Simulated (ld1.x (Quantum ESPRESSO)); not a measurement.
**What the settings do to the TM potential of Zr**

Base potential:

ld1.x (Quantum ESPRESSO) 7.5 input, shortened:

```
&input
   title='Zr', zed=40., rel=2, dft='PBE', iswitch=3,
   config='[Kr] 4d2 5s2 5p0', rel_dist='average'
 /
 &inputp
   pseudotype=2, tm=.true., lloc=0,
   nlcc=.true.
 /
3
4P  2  1   6.00   0.00  1.90  1.90  0.0
4D  3  2   2.00   0.00  1.55  1.55  0.0
4S  1  0   2.00   0.00  1.15  1.15  0.0
 &test
   configts(1)='4s2 4p6 4d2 5s2 5p0'
 /
```

Open shells are filled in proportion to 2j + 1 (rel_dist='average').

Occupied shells without a wave of their own: 5s. They enter only through the test configuration that unscreens the potential, and ld1.x also counts them in the model core charge.

All-electron outer shells of the reference configuration (PBE, scalar-relativistic, ld1.x):

```
shell  level (eV)  outermost node (bohr)  outermost maximum (bohr)
   3p     -317.66                   0.18                      0.40
   3d     -174.71                      –                      0.35
   4s      -54.50                   0.55                      1.08
   4p      -32.46                   0.56                      1.17
   5s       -4.44                   1.47                      3.15
   4d       -3.60                   0.58                      1.59
   5p       -1.47                   1.70                      4.15
```

Cutoffs, loose and tight: the cutoffs (Ry, on a coarse ladder) from which the occupation-weighted sum of valence levels, in a spherical-Bessel basis at the reference potential, stays within 10 and 1 mRy of its value at 400 Ry. They do not see the model core or the augmentation charge, which bear on the density cutoff. Test errors are all-electron minus pseudo excitation energies from the reference, over the configurations 4s2 4p6 4d2 5s1 5p0; 4s2 4p6 4d2 5s0 5p0; 4s2 4p6 4d1 5s0 5p0; 4s2 4p6 4d2 5s0 5p1; 4s2 4p6 4d0 5s0 5p0; 4s1 4p6 4d2 5s2 5p0; 4s2 4p6 4d1 5s2 5p0. A dash means not determined; rows that change the core or the reference have their own tests. The largest error is taken over the tests solved by every variant that gives reliable tests at all: 4s2 4p6 4d1 5s2 5p0; 4s2 4p6 4d2 5s0 5p0; 4s2 4p6 4d2 5s1 5p0.

With those shells counted twice in exchange and correlation these files are broken, and their errors move erratically; no question is asked of them.

A true bound ghost makes a file unfit for plane-wave use even where its test errors are small: the radial tests pick states by their node count and pass the ghost by. Where a test does run into it, the solver fails or the error is huge.

Cutoffs are not given where the Bessel-basis levels miss the radial ones by over 6 mRy, ghosts where they miss by over 20 mRy; a channel whose overlap is not positive is not tested.

| change | outcome | cutoff, loose | cutoff, tight | bound ghosts | largest test error (meV) |
| --- | --- | --- | --- | --- | --- |
| base | generated | 80 Ry | 160 Ry | p3/2 | -715 |
| wave 4d (bound): rc 1.55 bohr becomes 4d (bound): rc 1.08 bohr | generated | 140 Ry | 160 Ry | p3/2 | -715 |
| wave 4d (bound): rc 1.55 bohr becomes 4d (bound): rc 1.26 bohr | generated | 90 Ry | 160 Ry | p3/2 | -715 |
| wave 4d (bound): rc 1.55 bohr becomes 4d (bound): rc 1.44 bohr | generated | 80 Ry | 160 Ry | p3/2 | -715 |
| wave 4d (bound): rc 1.55 bohr becomes 4d (bound): rc 1.72 bohr | generated | 80 Ry | 160 Ry | p3/2 | -715 |
| wave 4d (bound): rc 1.55 bohr becomes 4d (bound): rc 1.92 bohr | generated | – | – | p3/2 | -715 |
| wave 4d (bound): rc 1.55 bohr becomes 4d (bound): rc 2.06 bohr | generated | – | – | p3/2 | -714 |
| wave 4d (bound): rc 1.55 bohr becomes 4d (bound): rc 2.28 bohr | generated | – | – | p3/2 | -714 |

Reading the sweep of the d radius (base included, trends over the rows without a ghost): Bound ghosts are found at 1.08, 1.26, 1.44, 1.55, 1.72, 1.92, 2.06, 2.28 bohr. Every judged row has one, so this setting neither creates nor removes them.
